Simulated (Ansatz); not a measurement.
Input and output for AlBrH2SSi, SMILES `[Br][Al]1[SiH2][S]1`.

```yaml
crystal:
  periodic: [false, false, false]
  atoms:
    - {symbol: Br, position_ang: [0.111911, -3.401429, 1.152725]}
    - {symbol: Al, position_ang: [-0.113857, -1.385667, 0.296469]}
    - {symbol: Si, position_ang: [-0.002642, 1.090983, -0.149963]}
    - {symbol: S, position_ang: [-0.858153, -0.212795, -1.444732]}
    - {symbol: H, position_ang: [1.255352, 1.663774, -0.940350]}
    - {symbol: H, position_ang: [-0.497796, 2.075125, 0.601819]}
basis:
  gaussian: {orbitals: cc-pVTZ}
hamiltonian: {xc: {name: wPBEh}}
output: {forces: true}
```

```sh
$ ansatz run in.yaml --threads 2 --pin off --events-out ev --progress --plain --max-ram 4352MiB
```

Shortened log:

```
Functional definition: wPBEh
1386 factors; their error is unknown
97 factors; integrals over basis functions are off by at most 5.6e-7 eV
mean field evaluation 1: about -95373.0978 eV, gradient 2.4e1 eV
mean field evaluation 2: about -95370.3177 eV, gradient 3.6e1 eV
mean field evaluation 4: about -95375.0881 eV, gradient 2.1e0 eV
mean field evaluation 8: about -95375.3828 eV, gradient 2.4e-1 eV
mean field evaluation 16: about -95375.3829 eV, gradient 2.2e-5 eV
mean field -95375.38286274 eV, -3504.9806724494 hartree, gradient 2.2e-5 eV, S^2 0.000000; 0 other end points of the search recorded, 0 dependent functions left out
reference -95375.38290259 eV, -3504.9806739138 hartree; 40, 40 occupied and 133, 133 virtual orbitals, 1386 factors
Total energy: -95375.38290259 eV, -3504.9806739138 hartree
Atom 0 at     0.111911    -3.401429     1.152725 Å, force    -0.068794    -0.605705     0.006576 eV/Å
Atom 1 at    -0.113857    -1.385667     0.296469 Å, force     0.270905     2.762239    -0.274676 eV/Å
Atom 2 at    -0.002642     1.090983    -0.149963 Å, force     4.842085    -2.407276    -0.547483 eV/Å
Atom 3 at    -0.858153    -0.212795    -1.444732 Å, force    -2.043760    -2.219610    -1.999252 eV/Å
Atom 4 at     1.255352     1.663774    -0.940350 Å, force    -1.026480    -0.300601     0.945125 eV/Å
Atom 5 at    -0.497796     2.075125     0.601819 Å, force    -1.973956     2.770952     1.869709 eV/Å
Dipole moment:    -0.043309    -0.112473     0.180016 e Å
```

Run time 4.4 s (2 threads of an Intel Xeon 6975P-C on a shared host); peak host memory 0.57 GiB.
